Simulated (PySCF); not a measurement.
**C₆ coefficients of unlike pairs at M06-L**

Calculated with PySCF 2.14 from the dipole response of each species, C₆(A,B) = (3/π) ∫ α_A(iu) α_B(iu) du, in atomic units, from isotropic polarisabilities. For ions this is the dispersion term alone; charge-induced terms of lower order in 1/R come first.

```
species           configuration                                        basis      relativity  α (bohr³)  C₆ (like pair)
    Ga⁺      [Ar] 3d10 4s2 (1S)  aug-cc-pwCVTZ-PP with ECP10MDF (8s7p6d4f1g)  core potential      17.63           90.57
     Sn  [Kr] 4d10 5s2 5p2 (3P)  aug-cc-pV5Z-PP with ECP28MDF (8s8p6d4f3g2h)  core potential      61.41           691.4
   Ir³⁺      [Xe] 4f14 5d6 (5D)    aug-cc-pVTZ-PP with ECP60MDF (6s6p5d3f2g)  core potential      6.663           37.33
```

Task: Estimate C₆ for Ir³⁺ with Sn.

Result: The integral gives 130.7. The combination rule 2 C_A C_B / (C_A α_B/α_A + C_B α_A/α_B) gives 123.2 and the geometric mean 160.7.

No spin-orbit coupling is included.

The other pairs:

```csv
pair,C₆
"Sn, Ga⁺",245.5
"Ir³⁺, Ga⁺",52.31
```
